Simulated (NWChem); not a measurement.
Species: TiOCl₂; SMILES [Ti]([Cl])(=[O])[Cl]

```xyz
4

Ti    -0.3040    -0.0204     0.0000
Cl     0.6373     0.0081    -2.0065
Cl     0.6373     0.0081     2.0065
O     -1.8724     0.0216     0.0000
```
Atoms are numbered in this order, from 1.

Results from NWChem. Pople sets run with spherical d functions. All runs use the structure optimised with PBE0/def2-SVP.

For level PBE0/3-21G:

```yaml
orbital gap (eV): 5.19
dipole (D): 0.64
```

Q: How do the values read with level PBE0/6-31G* instead?

A: 
- orbital gap (eV) = 5.35
- dipole (D) = 0.30
